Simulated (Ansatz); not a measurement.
Ga3Sb3H12⁺, a cluster cut from wurtzite GaSb (hydrogen-capped). Total charge 1; doublet. Geometry PBE-D4/def2-SVP; atoms count from 1.

```xyz
18

Sb   -1.871   -0.664   -1.403
Ga    0.425   -0.608   -2.913
Sb    2.161   -0.786   -0.790
Ga   -2.521    0.991    0.582
Sb   -0.344    0.762    2.410
Ga    2.288    0.842    1.316
H    -3.207   -0.533   -2.460
H    -2.233   -2.226   -0.807
H     0.496   -1.985   -3.653
H     0.541    0.881   -3.383
H     2.240   -2.363   -0.131
H     3.756   -0.740   -1.402
H    -3.267    0.245    1.769
H    -2.433    2.506    0.206
H    -0.535   -0.641    3.373
H    -0.503    1.900    3.679
H     2.407    2.356    0.946
H     2.601    0.062    2.663
```

In the def2 sets Sb takes a core potential; there is no spin–orbit coupling.

Problem. Estimate the Mulliken populations from the PBE0/def2-TZVP orbitals of Ansatz.

Solution. 
```tsv
atom	charge (e)	spin (α − β)
Sb1	-0.06	0.00
Ga2	0.16	0.01
Sb3	-0.06	0.00
Ga4	0.18	0.10
Sb5	0.11	0.66
Ga6	0.18	0.10
H7	0.08	0.00
H8	0.07	0.00
H9	0.00	0.00
H10	-0.01	0.00
H11	0.07	0.00
H12	0.08	0.00
H13	0.01	0.09
H14	0.00	0.00
H15	0.08	-0.02
H16	0.09	-0.02
H17	0.00	0.00
H18	0.01	0.09
```
Mulliken values depend strongly on the basis.

Problem. Where does the spin sit?

Solution. Summed by element: Sb 0.66, Ga 0.20, H 0.14, of 1 unpaired in all. Largest on single atoms: Sb5 0.66, Ga4 0.10, Ga6 0.10.

Problem. And the Mayer bond orders between heavy atoms (over 0.3)?

Solution. Sb1–Ga2 0.59 (2.75 Å); Sb1–Ga4 0.77 (2.66 Å); Ga2–Sb3 0.59 (2.75 Å); Sb3–Ga6 0.77 (2.66 Å); Ga4–Sb5 0.44 (2.85 Å); Sb5–Ga6 0.44 (2.85 Å).
